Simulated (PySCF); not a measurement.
Spinor energies of Mo¹⁴⁺ (molybdenum, charge +14)

Start: [Ar] 3d10. Calculated with PySCF 2.14 in an even-tempered Gaussian basis (17 s from 1.2 bohr⁻², ratio 2.8; 13 p from 1.5 bohr⁻², ratio 2.8; 8 d from 1.5 bohr⁻², ratio 2.8; 4 f from 8.7 bohr⁻², ratio 3): generalised Hartree-Fock with the X2C-1e Hamiltonian and a Gaussian nucleus; one run each with spin-orbit coupling (SO) switched off, then screened by Boettger's factors.

```json
{"spinor shell": "1s1/2", "electrons": "2", "ε, spin-free (eV)": "-20426.1", "ε, screened SO (eV)": "-20425.2", "weight of nominal j (screened SO)": "1.000", "rms radius, screened SO (bohr)": "0.0404"}
{"spinor shell": "2s1/2", "electrons": "2", "ε, spin-free (eV)": "-3224.7", "ε, screened SO (eV)": "-3224.5", "weight of nominal j (screened SO)": "1.000", "rms radius, screened SO (bohr)": "0.166"}
{"spinor shell": "2p1/2", "electrons": "2", "ε, spin-free (eV)": "-2910.6", "ε, screened SO (eV)": "-2984.3", "weight of nominal j (screened SO)": "1.000", "rms radius, screened SO (bohr)": "0.145"}
{"spinor shell": "2p3/2", "electrons": "4", "ε, spin-free (eV)": "-2910.6", "ε, screened SO (eV)": "-2876.1", "weight of nominal j (screened SO)": "1.000", "rms radius, screened SO (bohr)": "0.149"}
{"spinor shell": "3s1/2", "electrons": "2", "ε, spin-free (eV)": "-824.01", "ε, screened SO (eV)": "-823.95", "weight of nominal j (screened SO)": "1.000", "rms radius, screened SO (bohr)": "0.454"}
{"spinor shell": "3p1/2", "electrons": "2", "ε, spin-free (eV)": "-718.11", "ε, screened SO (eV)": "-731.03", "weight of nominal j (screened SO)": "1.000", "rms radius, screened SO (bohr)": "0.450"}
{"spinor shell": "3p3/2", "electrons": "4", "ε, spin-free (eV)": "-718.11", "ε, screened SO (eV)": "-712.06", "weight of nominal j (screened SO)": "1.000", "rms radius, screened SO (bohr)": "0.460"}
{"spinor shell": "3d3/2", "electrons": "4", "ε, spin-free (eV)": "-547.39", "ε, screened SO (eV)": "-549.51", "weight of nominal j (screened SO)": "1.000", "rms radius, screened SO (bohr)": "0.439"}
{"spinor shell": "3d5/2", "electrons": "6", "ε, spin-free (eV)": "-547.39", "ε, screened SO (eV)": "-545.94", "weight of nominal j (screened SO)": "1.000", "rms radius, screened SO (bohr)": "0.442"}
```

```json
{"quantity": "E (hartree)", "spin-free": "-3978.09433", "screened SO": "-3978.56409"}
{"quantity": "M_J", "spin-free": "0", "screened SO": "0"}
{"quantity": "⟨J²⟩", "spin-free": "0.000", "screened SO": "0.000"}
{"quantity": "⟨L²⟩", "spin-free": "0.000", "screened SO": "0.006"}
{"quantity": "⟨S²⟩", "spin-free": "0.000", "screened SO": "0.006"}
```

Breit and QED terms are absent; they matter most for the inner s and p1/2 levels.

Densities and radii are taken from the X2C orbitals without a picture-change correction, which distorts them close to the nucleus.

Without spin-orbit coupling the j labels of p, d and f shells carry no meaning; the spin-free column gives the mean over the occupied spinors of each nl shell.
